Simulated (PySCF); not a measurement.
PySCF 2.14 output of an unrestricted r2SCAN calculation on a single atom or ion in def2-QZVPPD, with the non-relativistic Hamiltonian (point nucleus):

```
SCF conv_tol = 1e-09
number electrons alpha = 17  beta = 15
    J. W. Furness, A. D. Kaplan, J. Ning, J. P. Perdew, and J. Sun.,  J. Phys. Chem. Lett. 11, 8208-8215 (2020)
    J. W. Furness, A. D. Kaplan, J. Ning, J. P. Perdew, and J. Sun.,  J. Phys. Chem. Lett. 11, 9248-9248 (2020)
    J. W. Furness, A. D. Kaplan, J. Ning, J. P. Perdew, and J. Sun.,  J. Phys. Chem. Lett. 11, 8208-8215 (2020)
    J. W. Furness, A. D. Kaplan, J. Ning, J. P. Perdew, and J. Sun.,  J. Phys. Chem. Lett. 11, 9248-9248 (2020)
cycle= 1 E= -2571.61837097788  delta_E= -0.0117  |g|= 0.0887  |ddm|= 0.143
cycle= 2 E= -2571.61854535235  delta_E= -0.000174  |g|= 0.0753  |ddm|= 0.0388
cycle= 3 E= -2571.61896062449  delta_E= -0.000415  |g|= 0.00214  |ddm|= 0.0181
cycle= 4 E= -2571.61896167074  delta_E= -1.05e-06  |g|= 0.000247  |ddm|= 0.00152
cycle= 5 E= -2571.6189616892  delta_E= -1.85e-08  |g|= 7.33e-06  |ddm|= 0.000318
cycle= 6 E= -2571.61896168922  delta_E= -2.82e-11  |g|= 9e-07  |ddm|= 2.56e-05
converged SCF energy = -2571.61896168922  <S^2> = 2.0033686  2S+1 = 3.0022449
```

The run itself started from symmetry-adapted Hartree-Fock orbitals and held the occupation by maximum overlap, on a logarithmic radial grid, so the iterations belong to that start.

**Question.** Which element, charge and spin multiplicity is this?

**Answer.** Br³⁺ (bromine, charge +3), multiplicity 3; the state was [Ar] 3d10 4s2 4p2, high-spin 3P determinant.
